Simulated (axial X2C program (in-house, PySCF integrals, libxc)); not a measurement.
# Potential curves of MgBi, 2c

All values were computed with an in-house relativistic program for diatomic molecules. Two-component (2c) means X2C with spin–orbit coupling and atomic mean-field two-electron Coulomb and Gaunt terms. Basis: Bi dyall-cv3z [12s14p10d6f1g], Mg dyall-cv3z [9s8p6d3f] (cores contracted in-house); Gaussian nuclei, density fitting, unrestricted open shells. Masses: Bi 208.980 u, Mg 23.985 u.

State: Ω = 3/2 (⟨Sz⟩ = 0.86, ⟨Lz⟩ = 0.64 at PBE0). Energies in cm⁻¹ from the fragments at the same level (Bi + Mg). Fits are polynomials in 1 − R0/R over 0.85 to 1.23 times the lowest point R0.

```tsv
R (Å)	PBE0	LDA
2.4760	-2450	-6842
2.5899	-3799	-7856
2.6752	-4339	-8158
2.7606	-4604	-8196
2.8460	-4663	-8039
2.9456	-4551	-7687
3.0452	-4319	-7230
3.1733	-3908	-6548
3.3298	-3349	-5684
3.5575	-2550	-4485
```

One determinant describes the state; a PBE0 search over occupations chose it and may have missed a lower one. Dissociation energies refer to the lowest single-determinant-based atoms at the same level and basis. Density functionals use the spin component along the axis (collinear). Other states lie close and PBE0, whose exact exchange favours high spin, may order them wrongly; the determinant shown need not be the ground state. The nearest other 2c determinant of the search, Ω = 1/2, lies 0.31 eV up at the distance of the search. The functionals have no current-density term, which raises determinants with orbital currents, atoms included. With several unpaired electrons one determinant need not be a pure state.

Q: What are Re, ωe and De at the PBE0 level?

A: At PBE0, 2c: Re = 2.834 Å, ωe ≈ 180 cm⁻¹, De = 0.58 eV to Bi + Mg; Be follows as 0.0976 cm⁻¹.

Q: What are Re, ωe and De at the LDA level?

A: At LDA, 2c: Re = 2.731 Å, ωe ≈ 215 cm⁻¹, De = 1.02 eV to Bi + Mg; Be follows as 0.105 cm⁻¹.
